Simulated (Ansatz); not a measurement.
Ideal-gas functions of `[AlH2]/[CH]=C/Cl` at 400 K and 1 bar, from an Ansatz frequency run at PBE0-D4/def2-TZVP.

Molar mass 90.49 g/mol, point group Cs (symmetry number 1), electronic degeneracy 1, moments of inertia 13.644, 336.165, 349.809 u Å². Harmonic wavenumbers (cm⁻¹, unscaled): 124, 142, 222, 328, 500, 603, 727, 781, 796, 797, 1005, 1166, 1322, 1600, 1924, 1938, 3159, 3188.

Use S(trans) = R[1.5 ln M + 2.5 ln T − 1.1517]; rotational temperatures θ = 24.2544 K / I; S(rot) = R[ln(√π/σ · √(T³/θAθBθC)) + 1.5]; for each mode x = 1.438777 ν̃/T, S = R[x/(eˣ − 1) − ln(1 − e⁻ˣ)] and H = RT x/(eˣ − 1); 1 cm⁻¹ = 0.0119627 kJ/mol; R = 8.31446 J/(mol·K).

Task: By hand: the entropy, in J/(mol·K).

Result: Translation 171.2. Rotation: θ = 1.7777, 0.0722, 0.0693 K, giving 111.6. Vibration, mode by mode: 15.10, 13.99, 10.40, 7.41, 4.47, 3.34, 2.35, 2.01, 1.93, 1.92, 1.06, 0.66, 0.42, 0.18, 0.07, 0.06, 0.00, 0.00, in all 65.4. Electronic 0.0. Sum 348.2 J/(mol·K).

Task: By hand: H − E and G − E in kJ/mol, counted from the electronic energy.

Result: Zero-point energy ½ × 20322 × 0.0119627 = 121.6; thermal vibration 14.4; translation, rotation and pV give 4 RT = 13.3. H − E = 149.3 kJ/mol, and G − E = 149.3 − 400 × 348.2/1000 = 10.0 kJ/mol.

Vibration gives 19 % of the entropy, 29.1 J/(mol·K) of it from the modes under 150 cm⁻¹: soft modes count most, and the harmonic formula is weakest for them.
